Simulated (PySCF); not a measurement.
trans-(1R,2R)-1-bromo-2-fluorocyclopropane (C₃H₄BrF), SMILES F[C@@H]1C[C@H]1Br. Geometry optimised at PBE0-D3(BJ)/def2-SVP.

Method: PBE0-D3(BJ)/def2-SVP in PySCF.

Harmonic wavenumbers (cm⁻¹): 203, 239, 331, 437, 642, 828, 917, 985, 999, 1047, 1081, 1100, 1203, 1220, 1270, 1392, 1488, 3158, 3195, 3221, 3264. Rotational constants (GHz): 10.30, 1.438, 1.336; symmetry number 1.

**Question.** Work out the zero-point energy and the ideal-gas rigid-rotor harmonic-oscillator thermochemistry at 298.15 K and 1 atm.

**Answer.** ZPE = ½ Σ hcν = ½ × 28220 cm⁻¹ = 168.79 kJ/mol. H − E(el) = 184.47 kJ/mol. Entropy in J/(mol K): translation 170.28, rotation 113.75, vibration 30.36, total 314.39. G − E(el) = 90.73 kJ/mol. Cp = 79.58 J/(mol K).
